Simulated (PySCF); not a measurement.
C$_{3}$H$_{9}$BO$_{3}$, charge +1, doublet (typed; the unrestricted solution is spin-contaminated), at a GFN2-xTB geometry (a state made from the parent by changing its charge; the spin is typed, not shown lowest). Base run: HF/STO-3G (PySCF).

Input for PySCF:
```python
from pyscf import gto, scf

mol = gto.M(
    atom='''
B     0.00567934   -0.00429445    0.00143635
O     0.81387960    0.96705062    0.51017150
C     0.83120986    2.30819714    0.14169848
H     0.66266147    2.91315135    1.04456416
H     1.84844245    2.55815838   -0.19393716
H     0.09777583    2.54491792   -0.62957265
O     0.10173792   -1.28178914    0.46415876
C     0.97107655   -1.74423266    1.44674937
H     0.37109627   -2.20133857    2.24727767
H     1.56503160   -2.56514410    1.01911883
H     1.61702603   -0.96049626    1.84334560
O    -0.89861146    0.30188995   -0.97023060
C    -1.78464909   -0.57682729   -1.58448765
H    -1.70271370   -1.59547004   -1.20438019
H    -2.80373653   -0.18643051   -1.44793124
H    -1.60112840   -0.54629458   -2.66856327
''',
    basis='sto-3g',
    charge=1,
    spin=1,
    verbose=5,
)

mf = scf.UHF(mol)
mf.kernel()
```

Variants of this job, named by their change:

| change | ΔE vs base (mEh) | fitting functions |
|---|---|---|
| base | 0.000 | - |
| auxbasis = even-tempered beta=3.0 | -1.756 | 258 |
| auxbasis = default (with mf = mf.density_fit()) | -0.672 | 693 |
| auxbasis = cc-pvqz-jkfit | -0.064 | 1201 |
| only_dfj = on; auxbasis = def2-universal-jfit | -3.744 | 442 |
| auxbasis = def2-svp-ri | -10.460 | 462 |
| auxbasis = even-tempered beta=1.6 | -0.220 | 553 |
| exchange = seminumerical (SGX) (with mf = sgx.sgx_fit(mf, auxbasis='def2-universal-jfit'); with mf.with_df.dfj = True) | -3.730 | 442 |
| auxbasis = def2-tzvp-ri | -0.639 | 667 |
| auxbasis = def2-universal-jfit | 4.646 | 442 |

A fitting set is made for a task (jfit for Coulomb, jkfit for Coulomb and exchange, ri for correlation) and for a family of orbital bases.

Open shells are given as the SCF converged; they aren't shown to be the lowest states, and a large step between rows can be another state.
